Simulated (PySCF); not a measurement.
Molecule: SMILES C/C=C/S(=O)(=O)O, C₃H₆O₃S.

Bonds (- single, = double, # triple, : aromatic): C1-C2, C2=C3, C3-S4, S4=O5, S4=O6, S4-O7. C1 carries H8, H9, H10; C2 carries H11; C3 carries H12; O7 carries H13. Stereochemistry as in C/C=C/S(=O)(=O)O.

Frames of a GFN2-xTB Langevin trajectory at 300 K; GIAO PBE0/pcSseg-1 shieldings in PySCF 2.14.0 with density-fitted response routines, gas phase, non-relativistic; equivalent atoms averaged within each frame.

References, each an isolated molecule treated in the same way: TMS for $^{13}$C (σref 186.93), $^{1}$H (σref 31.72); CS2 for $^{33}$S (σref 503.73); $^{17}$O (σref 336.08) against H2O. The references are static minima.

How do the shifts (ppm) fluctuate along the trajectory?

## Answers


```tsv
time (fs)	C3	C2	C1	S4	O5/O6	O7	H11	H12	H13	H8/H9/H10
250	150.5	139.2	20.9	321	235.4	222.1	7.90	7.80	5.50	2.63
425	131.4	148.3	25.0	300	227.3	212.9	7.59	6.26	4.87	2.69
625	129.3	154.0	20.2	320	238.6	213.4	7.27	6.37	3.61	2.06
800	133.9	149.7	23.2	334	250.9	234.4	6.23	5.19	5.05	2.80
1000	135.3	162.8	15.5	299	224.0	193.7	8.09	6.66	5.34	1.99
mean of frames	136.1	150.8	20.9	315	235.3	215.3	7.42	6.46	4.87	2.43
standard deviation	8.4	8.6	3.6	15	10.6	14.9	0.73	0.94	0.75	0.38
```

5 frames give an uncertainty of the mean of about the standard deviation over 2.2 at best, since frames this close in time may not be independent; classical motion lacks zero-point vibration, and the reference would need the same averaging.
